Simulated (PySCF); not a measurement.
Atoms are numbered as in `[CH3:1][CH2:2]/[CH:3]=[CH:4]/[CH2:5][SiH2:6][F:7]`; H(Xn) means a hydrogen on atom n.

[PySCF: geometry from GFN2-xTB; σ from GIAO-PBE0/pcSseg-1; gas phase; averaged over atoms made equivalent by symmetry, fast rotation or ring inversion; relativity neglected; a single conformation]

δ = σ(ref) − σ, references computed at the same level: 13C (186.93 ppm) and 1H (31.72 ppm) and 29Si (349.16 ppm) against TMS; 19F (170.95 ppm) vs CFCl3.

```tsv
atoms	nucleus	count	δ (ppm)
H(C3)	1H	1	5.88
Si6	29Si	1	?
C2	13C	1	32.6
C3	13C	1	143.8
H(C5)	1H	2	?
F7	19F	1	?
H(C4)	1H	1	5.45
C5	13C	1	25.9
H(C2)	1H	2	?
H(C1)	1H	3	1.03
C1	13C	1	17.7
C4	13C	1	125.6
H(Si6)	1H	2	5.02
```

Estimate the values marked ?.

Results:


- H(C5): 2.14 ppm, hydrogen on an allylic sp3 CH2 bonded to Si; allylic position
- H(C2): 2.02 ppm, hydrogen on an allylic sp3 CH2; allylic position
- Si6: 3.4 ppm, silicon bonded to C, F, 2 H
- F7: -220.1 ppm, fluorine bonded to Si

Shifts are as computed. Against solution values, carbons near 30 ppm lie about +3 ppm off and those near 130 ppm about +5 ppm. Of 1309 compounds with measured shifts, 239 miss one by over three times the rms of a fit or turn the order of signals round; such compounds aren't used in these exercises. Unscaled 19F shifts against computed CFCl3 carry errors that often reach 10 to 50 ppm.
